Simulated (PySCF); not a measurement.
# SbBr: energy against distance

Set-up: basis Sb cc-pVTZ-PP with ECP28, Br cc-pVTZ-PP with ECP10; scalar-relativistic core potentials; PySCF 2.14. Energies in eV from Sb + Br in their ground configurations at the same level. State: ³Σ⁻ (triplet), unpaired electrons π ↑↑.

All columns are PBE0. A positive dipole means Sb(−)Br(+).

```json
{"R (Å)": "2.151", "E (eV)": "-1.655", "μ (D)": "-0.05", "Mulliken charge on Sb (basis-dependent)": "0.03", "HOMO (eV)": "-5.73", "LUMO (eV)": "-2.48", "Mayer bond order": "1.37", "⟨S²⟩": "2.01"}
{"R (Å)": "2.251", "E (eV)": "-2.311", "μ (D)": "-0.58", "Mulliken charge on Sb (basis-dependent)": "0.11", "HOMO (eV)": "-5.91", "LUMO (eV)": "-2.64", "Mayer bond order": "1.30", "⟨S²⟩": "2.00"}
{"R (Å)": "2.351", "E (eV)": "-2.657", "μ (D)": "-1.10", "Mulliken charge on Sb (basis-dependent)": "0.17", "HOMO (eV)": "-6.09", "LUMO (eV)": "-2.78", "Mayer bond order": "1.23", "⟨S²⟩": "2.00"}
{"R (Å)": "2.426", "E (eV)": "-2.773", "μ (D)": "-1.49", "Mulliken charge on Sb (basis-dependent)": "0.21", "HOMO (eV)": "-6.22", "LUMO (eV)": "-2.89", "Mayer bond order": "1.18", "⟨S²⟩": "2.01"}
{"R (Å)": "2.501", "E (eV)": "-2.801", "μ (D)": "-1.87", "Mulliken charge on Sb (basis-dependent)": "0.24", "HOMO (eV)": "-6.35", "LUMO (eV)": "-2.99", "Mayer bond order": "1.14", "⟨S²⟩": "2.01"}
{"R (Å)": "2.576", "E (eV)": "-2.762", "μ (D)": "-2.25", "Mulliken charge on Sb (basis-dependent)": "0.27", "HOMO (eV)": "-6.47", "LUMO (eV)": "-3.08", "Mayer bond order": "1.10", "⟨S²⟩": "2.01"}
{"R (Å)": "2.676", "E (eV)": "-2.639", "μ (D)": "-2.73", "Mulliken charge on Sb (basis-dependent)": "0.30", "HOMO (eV)": "-6.62", "LUMO (eV)": "-3.21", "Mayer bond order": "1.06", "⟨S²⟩": "2.01"}
{"R (Å)": "2.801", "E (eV)": "-2.410", "μ (D)": "-3.31", "Mulliken charge on Sb (basis-dependent)": "0.33", "HOMO (eV)": "-6.79", "LUMO (eV)": "-3.34", "Mayer bond order": "1.01", "⟨S²⟩": "2.01"}
{"R (Å)": "2.951", "E (eV)": "-2.080", "μ (D)": "-3.95", "Mulliken charge on Sb (basis-dependent)": "0.35", "HOMO (eV)": "-6.96", "LUMO (eV)": "-3.59", "Mayer bond order": "0.97", "⟨S²⟩": "2.02"}
{"R (Å)": "3.151", "E (eV)": "-1.620", "μ (D)": "-4.65", "Mulliken charge on Sb (basis-dependent)": "0.36", "HOMO (eV)": "-7.11", "LUMO (eV)": "-4.12", "Mayer bond order": "0.90", "⟨S²⟩": "2.05"}
```

A fit through these points gives, at Re = 2.491 Å, μ = -1.82 D and dμ/dR = -5.08 D/Å; the reduced mass is 47.75 u.

Task: How strong is the fundamental in the double-harmonic approximation, I = 42.26·(dμ/dR)²/μred km/mol?

Result: I = 42.26·(-5.08)²/47.75 = 22.8 km/mol at PBE0.

These are scalar-relativistic numbers at best; spin–orbit coupling would shift them, the dissociation energy most. The state was picked by a PBE0 search and need not be the measured ground state.
